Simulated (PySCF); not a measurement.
## Calculated data, H$_{6}$O$_{2}$Si$_{2}$, BFH$_{6}$Si$_{2}$, AlBClFH, ClH$_{3}$NSi and others

All values are calculated (PySCF 2.14.0). Calculation on a computer-drawn molecule: optimised geometry and harmonic frequencies of an isolated molecule of the commonest isotopes, restricted reference for singlets and unrestricted otherwise, frozen core in MP2.

```yaml
- entry: 1
  formula: H6O2Si2
  start_structure:
    atoms_angstrom:
      - [O, -1.0883, 1.5632, -0.3625]
      - [Si, -1.0646, 0.0597, 0.2273]
      - [Si, 0.9011, -0.9592, -0.3718]
      - [O, 0.9876, -2.503, 0.1492]
      - [H, -1.0308, 1.8255, -1.2601]
      - [H, -2.257, -0.6255, -0.2804]
      - [H, -1.1954, 0.3749, 1.6057]
      - [H, 1.0699, -1.2539, -1.7799]
      - [H, 2.1112, -0.3061, 0.1185]
      - [H, 0.897, -2.6633, 1.1443]
  given:
    charge: 0
    multiplicity: 1
    method: HF
    basis: "cc-pV(D+d)Z"
    drawn_bonds_atom: [1, 2, 3, 1, 2, 2, 3, 3, 4]
    drawn_bonds_other_atom: [2, 3, 4, 5, 6, 7, 8, 9, 10]
    drawn_bonds_order: [1, 1, 1, 1, 1, 1, 1, 1, 1]
  results:
    optimised_atom_element: [O, Si, Si, O, H, H, H, H, H, H]
    "optimised_atom_x [angstrom]": [-1.059, -1.06, 0.9267, 0.9224, -1.089, -2.238, -1.178, 1.047, 2.104, 0.955]
    "optimised_atom_y [angstrom]": [1.677, 0.13, -1.026, -2.576, 1.806, -0.6276, 0.2694, -1.159, -0.2721, -2.709]
    "optimised_atom_z [angstrom]": [-0.3982, 0.2034, -0.3635, 0.2313, -1.334, -0.2904, 1.671, -1.832, 0.1358, 1.166]
    "modes_frequency [cm^-1]": [51.19, 119.5, 191.6, 196.4, 247.7, 378.9, 467.7, 640.1, 754.2, 791.7, 861.0, 865.0, 894.1, 927.3, 932.1, 991.6, 1024, 1045, 2283, 2284, 2315, 2318, 4176, 4177]
    "modes_reduced_mass [dalton]": [3.504, 4.304, 1.072, 1.135, 9.806, 1.066, 6.8, 1.341, 1.059, 1.047, 4.97, 3.52, 1.143, 1.291, 1.276, 1.243, 1.101, 1.109, 1.039, 1.044, 1.044, 1.035, 1.067, 1.067]
    "rotational_constants [GHz]": [11.71, 1.972, 1.769]
    "total_energy [hartree]": -731.1724
    "convergence_status_largest_gradient_component [hartree/bohr]": 2.861e-05
- entry: 2
  formula: BFH6Si2
  start_structure:
    atoms_angstrom:
      - [F, -1.9016, 2.1544, 3.3173]
      - [B, -1.7496, 0.8856, 3.034]
      - [Si, -0.0574, 0.0724, 2.7752]
      - [Si, 0.6043, 0.3064, 0.4559]
      - [H, -2.8618, 0.3754, 2.9528]
      - [H, 1.0584, 0.5814, 3.5693]
      - [H, -0.0171, -1.3669, 3.0354]
      - [H, -0.4039, -0.1776, -0.4008]
      - [H, 1.864, -0.323, 0.2375]
      - [H, 0.7725, 1.7601, 0.1628]
  given:
    charge: 0
    multiplicity: 1
    method: HF
    basis: "cc-pV(D+d)Z"
    drawn_bonds_atom: [1, 2, 3, 2, 3, 3, 4, 4, 4]
    drawn_bonds_other_atom: [2, 3, 4, 5, 6, 7, 8, 9, 10]
    drawn_bonds_order: [1, 1, 1, 1, 1, 1, 1, 1, 1]
  results:
    optimised_atom_element: [F, B, Si, Si, H, H, H, H, H, H]
    "optimised_atom_x [angstrom]": [-1.884, -1.819, 0.002288, 0.6279, -2.87, 1.055, -0.08454, -0.3886, 1.938, 0.7315]
    "optimised_atom_y [angstrom]": [2.173, 0.9287, 0.05811, 0.3222, 0.3918, 0.6543, -1.397, -0.2993, -0.3254, 1.762]
    "optimised_atom_z [angstrom]": [3.537, 3.07, 2.731, 0.456, 2.84, 3.592, 3.019, -0.4275, 0.2074, 0.1149]
    "modes_frequency [cm^-1]": [33.13, 92.47, 130.2, 256.2, 385.5, 428.8, 510.0, 560.3, 671.9, 761.4, 773.2, 879.6, 979.5, 1010, 1024, 1030, 1160, 1326, 2285, 2292, 2302, 2304, 2309, 2706]
    "modes_reduced_mass [dalton]": [4.733, 1.078, 2.719, 3.166, 1.151, 4.944, 1.249, 1.647, 1.784, 1.168, 1.349, 1.481, 1.122, 1.05, 1.035, 1.043, 1.436, 4.321, 1.039, 1.04, 1.044, 1.046, 1.032, 1.091]
    "rotational_constants [GHz]": [7.914, 1.79, 1.591]
    "total_energy [hartree]": -705.5203
    "convergence_status_largest_gradient_component [hartree/bohr]": 2.506e-05
- entry: 3
  formula: AlBClFH
  start_structure:
    atoms_angstrom:
      - [F, -1.9808, -0.8519, 1.2812]
      - [Al, -1.0846, -1.6122, 0.1371]
      - [B, -1.4063, -0.3535, -1.608]
      - [Cl, -1.7428, 0.7818, -2.6898]
      - [H, -0.2699, -2.9188, 0.2463]
  given:
    charge: 1
    multiplicity: 1
    method: HF
    basis: "cc-pV(D+d)Z"
    drawn_bonds_atom: [1, 2, 3, 2]
    drawn_bonds_other_atom: [2, 3, 4, 5]
    drawn_bonds_order: [1, 1, 1, 1]
  results:
    optimised_atom_element: [F, Al, B, Cl, H]
    "optimised_atom_x [angstrom]": [-1.994, -1.126, -1.43, -1.681, -0.2533]
    "optimised_atom_y [angstrom]": [-0.8823, -1.615, -0.2853, 0.7093, -2.881]
    "optimised_atom_z [angstrom]": [1.389, 0.2209, -1.549, -2.805, 0.1111]
    "modes_frequency [cm^-1]": [99.62, 219.4, 294.6, 351.7, 478.2, 617.1, 902.3, 1236, 2162]
    "modes_reduced_mass [dalton]": [12.52, 5.244, 10.14, 14.34, 1.375, 1.119, 17.15, 12.61, 1.047]
    "rotational_constants [GHz]": [16.73, 1.486, 1.364]
    "total_energy [hartree]": -825.9372
    "convergence_status_largest_gradient_component [hartree/bohr]": 2.779e-05
- entry: 4
  formula: ClH3NSi
  start_structure:
    atoms_angstrom:
      - ["N", 0.0274, -1.5168, -2.0638]
      - [Si, -0.2626, -1.559, -0.3319]
      - [Cl, -2.2523, -1.9037, -0.1137]
      - [H, 0.9464, -1.5203, -2.4153]
      - [H, -0.5116, -2.1624, -2.7171]
      - [H, 0.1109, -0.2143, 0.1248]
  given:
    charge: 0
    multiplicity: 2
    method: HF
    basis: "cc-pV(D+d)Z"
    drawn_bonds_atom: [1, 2, 1, 1, 2]
    drawn_bonds_other_atom: [2, 3, 4, 5, 6]
    drawn_bonds_order: [1, 1, 1, 1, 1]
  results:
    optimised_atom_element: ["N", Si, Cl, H, H, H]
    "optimised_atom_x [angstrom]": [0.2139, -0.3059, -2.384, 0.3136, -0.04003, 0.2609]
    "optimised_atom_y [angstrom]": [-1.758, -1.671, -1.544, -0.9217, -2.536, -0.445]
    "optimised_atom_z [angstrom]": [-2.015, -0.395, -0.1516, -2.561, -2.594, 0.1996]
    "modes_frequency [cm^-1]": [231.0, 236.0, 439.2, 523.5, 647.8, 834.5, 899.4, 972.5, 1685, 2324, 3764, 3862]
    "modes_reduced_mass [dalton]": [1.097, 3.217, 1.544, 10.29, 1.09, 1.088, 4.989, 1.284, 1.112, 1.043, 1.051, 1.095]
    "rotational_constants [GHz]": [21.89, 3.826, 3.373]
    "total_energy [hartree]": -804.6815
    spin_squared: 0.7532
    "convergence_status_largest_gradient_component [hartree/bohr]": 3.72e-05
- entry: 5
  formula: CH7NSi2
  start_structure:
    atoms_angstrom:
      - ["N", 0.9165, -2.0598, 1.4495]
      - [Si, 0.639, -1.9967, -0.2783]
      - [C, 1.4575, -0.5629, -1.1311]
      - [Si, 2.5975, 0.647, -0.4797]
      - [H, 0.6353, -1.2836, 2.0105]
      - [H, 1.8538, -2.2508, 1.7791]
      - [H, -0.8804, -1.8697, -0.2892]
      - [H, 1.1043, -3.293, -0.7445]
      - [H, 1.2824, -0.5628, -2.2193]
      - [H, 3.004, 0.7963, 0.8887]
      - [H, 3.1695, 1.7116, -1.2983]
  given:
    charge: 0
    multiplicity: 1
    method: HF
    basis: "cc-pV(D+d)Z"
    drawn_bonds_atom: [1, 2, 3, 1, 1, 2, 2, 3, 4, 4]
    drawn_bonds_other_atom: [2, 3, 4, 5, 6, 7, 8, 9, 10, 11]
    drawn_bonds_order: [1, 1, 2, 1, 1, 1, 1, 1, 1, 1]
  results:
    optimised_atom_element: ["N", Si, C, Si, H, H, H, H, H, H, H]
    "optimised_atom_x [angstrom]": [0.9918, 0.6582, 1.488, 2.525, 0.6095, 1.891, -0.8118, 1.088, 1.291, 2.901, 3.148]
    "optimised_atom_y [angstrom]": [-1.987, -1.949, -0.5745, 0.6055, -1.286, -2.282, -1.828, -3.254, -0.5175, 0.6815, 1.667]
    "optimised_atom_z [angstrom]": [1.477, -0.2155, -1.154, -0.5164, 2.083, 1.806, -0.3731, -0.7741, -2.224, 0.9044, -1.325]
    "modes_frequency [cm^-1]": [103.6, 135.2, 188.8, 325.9, 326.9, 393.7, 586.0, 596.8, 619.9, 739.0, 783.6, 851.6, 862.8, 968.1, 979.0, 1005, 1033, 1046, 1260, 1692, 2280, 2296, 2361, 2371, 3282, 3775, 3867]
    "modes_reduced_mass [dalton]": [1.795, 4.312, 1.06, 1.686, 1.274, 1.825, 2.247, 1.231, 1.159, 1.841, 1.023, 1.207, 3.531, 1.247, 1.271, 1.299, 1.09, 1.123, 3.586, 1.111, 1.051, 1.029, 1.037, 1.047, 1.086, 1.051, 1.095]
    "rotational_constants [GHz]": [8.902, 2.4, 1.953]
    "total_energy [hartree]": -674.2452
    "convergence_status_largest_gradient_component [hartree/bohr]": 4.244e-05
- entry: 6
  formula: BF3H
  start_structure:
    atoms_angstrom:
      - [F, -0.038, -0.3794, -0.7454]
      - [B, 1.3755, -0.3293, -0.8957]
      - [F, 1.6847, 0.7326, -1.7901]
      - [F, 1.9409, -0.0151, 0.3711]
      - [H, 1.8122, -1.4036, -1.3191]
  given:
    charge: -1
    multiplicity: 1
    method: MP2
    basis: aug-cc-pVDZ
    drawn_bonds_atom: [1, 2, 2, 2]
    drawn_bonds_other_atom: [2, 3, 4, 5]
    drawn_bonds_order: [1, 1, 1, 1]
  results:
    optimised_atom_element: [F, B, F, F, H]
    "optimised_atom_x [angstrom]": [-0.06574, 1.377, 1.694, 1.956, 1.814]
    "optimised_atom_y [angstrom]": [-0.3867, -0.3342, 0.7491, -0.01456, -1.409]
    "optimised_atom_z [angstrom]": [-0.7446, -0.8976, -1.812, 0.3958, -1.321]
    "modes_frequency [cm^-1]": [378.8, 378.8, 539.0, 910.0, 910.0, 910.2, 1122, 1122, 2413]
    "modes_reduced_mass [dalton]": [13.27, 13.27, 14.01, 3.83, 3.832, 8.564, 1.363, 1.363, 1.078]
    "rotational_constants [GHz]": [8.757, 8.757, 4.815]
    "total_energy [hartree]": -324.5494
    "convergence_status_largest_gradient_component [hartree/bohr]": 4.338e-06
- entry: 7
  formula: Al2HNO
  start_structure:
    atoms_angstrom:
      - [O, 0.8115, -2.2053, -2.373]
      - [Al, -0.5208, -2.3759, -1.549]
      - ["N", -2.029, -2.5963, -0.6659]
      - [Al, -3.5963, -3.4831, -0.9939]
      - [H, -2.025, -2.1207, 0.2316]
  given:
    charge: 0
    multiplicity: 1
    method: MP2
    basis: "cc-pV(D+d)Z"
    drawn_bonds_atom: [1, 2, 3, 3]
    drawn_bonds_other_atom: [2, 3, 4, 5]
    drawn_bonds_order: [2, 1, 1, 1]
  results:
    optimised_atom_element: [O, Al, "N", Al, H]
    "optimised_atom_x [angstrom]": [0.8407, -0.523, -2.051, -3.591, -2.035]
    "optimised_atom_y [angstrom]": [-2.218, -2.373, -2.586, -3.504, -2.099]
    "optimised_atom_z [angstrom]": [-2.423, -1.542, -0.6277, -1.039, 0.281]
    "modes_frequency [cm^-1]": [93.77, 189.4, 212.7, 280.0, 541.9, 777.6, 889.8, 1089, 3494]
    "modes_reduced_mass [dalton]": [15.73, 3.851, 14.61, 1.694, 10.48, 2.559, 1.608, 19.12, 1.074]
    "rotational_constants [GHz]": [34.47, 1.82, 1.729]
    "total_energy [hartree]": -614.2388
    "convergence_status_largest_gradient_component [hartree/bohr]": 3.59e-05
- entry: 8
  formula: CH7BSi2
  start_structure:
    atoms_angstrom:
      - [C, -0.5049, -1.0658, 1.337]
      - [Si, -0.9247, -2.1853, 0.0113]
      - [B, 0.157, -2.4878, -1.4942]
      - [Si, 1.9289, -1.5246, -1.8652]
      - [H, 0.432, -0.5071, 1.2754]
      - [H, -1.1261, -0.894, 2.1741]
      - [H, -2.2217, -2.8943, 0.1754]
      - [H, -0.162, -3.2029, -2.4129]
      - [H, 2.8587, -1.7825, -0.72]
      - [H, 2.5463, -1.9521, -3.0251]
      - [H, 1.6975, -0.0802, -1.8887]
  given:
    charge: 0
    multiplicity: 1
    method: HF
    basis: "cc-pV(D+d)Z"
    drawn_bonds_atom: [1, 2, 3, 1, 1, 2, 3, 4, 4, 4]
    drawn_bonds_other_atom: [2, 3, 4, 5, 6, 7, 8, 9, 10, 11]
    drawn_bonds_order: [2, 1, 1, 1, 1, 1, 1, 1, 1, 1]
  results:
    optimised_atom_element: [C, Si, B, Si, H, H, H, H, H, H, H]
    "optimised_atom_x [angstrom]": [-0.4077, -1.006, 0.07486, 1.925, 0.5652, -0.9536, -2.34, -0.3802, 2.433, 2.89, 1.881]
    "optimised_atom_y [angstrom]": [-1.327, -2.148, -2.257, -1.434, -0.8479, -1.241, -2.776, -2.844, -0.7235, -2.511, -0.4679]
    "optimised_atom_z [angstrom]": [1.438, 0.06382, -1.62, -1.858, 1.435, 2.372, 0.1472, -2.564, -0.6596, -2.202, -2.986]
    "modes_frequency [cm^-1]": [64.84, 93.23, 114.6, 274.1, 349.8, 474.0, 510.3, 631.4, 696.8, 725.5, 763.3, 794.2, 917.2, 921.1, 983.8, 1012, 1018, 1034, 1045, 1514, 2285, 2289, 2307, 2338, 2702, 3297, 3387]
    "modes_reduced_mass [dalton]": [1.114, 2.044, 3.615, 3.165, 1.162, 2.488, 1.078, 1.255, 1.332, 1.702, 1.953, 1.204, 1.248, 1.22, 1.142, 1.606, 1.792, 1.036, 1.476, 1.208, 1.05, 1.037, 1.032, 1.042, 1.091, 1.058, 1.113]
    "rotational_constants [GHz]": [9.064, 1.938, 1.627]
    "total_energy [hartree]": -644.4092
    "convergence_status_largest_gradient_component [hartree/bohr]": 2.111e-05
```
